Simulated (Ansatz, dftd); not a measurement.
Species: BAs2H4, charge 0, doublet. BAs2H4 (SMILES [AsH2][B][AsH2], doublet).
B3LYP-D3(BJ)/def2-TZVP minimum from Ansatz (a program for electronic structure):
```
B
As 1 1.9801
H 2 1.5191 1 98.06
H 2 1.5256 3 95.18 1 100.41
As 1 1.9801 2 136.92 3 157.76
H 5 1.5191 1 98.06 2 -157.76
H 5 1.5256 6 95.18 1 -100.41
```
Charge 0, spin multiplicity 2.

Property: atomisation energy (electronic, to ground-state atoms), in kcal/mol. Open shells are spin-unrestricted; no spin-orbit coupling. Cores are frozen in correlated methods (noble-gas shells, and filled d and f shells in the p block). No relativity. CBS(X,Y): correlation extrapolated as X^-3, Hartree-Fock from the larger set. A bracket is a step between two methods taken in the basis named. Double hybrids freeze cores in their MP2 part. Where a partner has so few electrons that a lower coupled-cluster level is exact, that level stands in.

```csv
level,program,atomisation energy (kcal/mol),difference against the last row
HF/cc-pVQZ,Ansatz,267.4,-130.2
B3LYP-D3(BJ)/def2-TZVPD,Ansatz + dftd3,412.7,15.1
B2GP-PLYP-D4/def2-TZVPD,Ansatz + dftd4,393.2,-4.4
CCSD(T)/cc-pVQZ,Ansatz,390.5,-7.1
CCSDT(Q)/cc-pVDZ,Ansatz,356.5,-41.1
"CCSD(T)/CBS(cc-pVTZ,cc-pVQZ) + [CCSDT(Q) - CCSD(T)]/cc-pVDZ",Ansatz,397.6,0.0
```
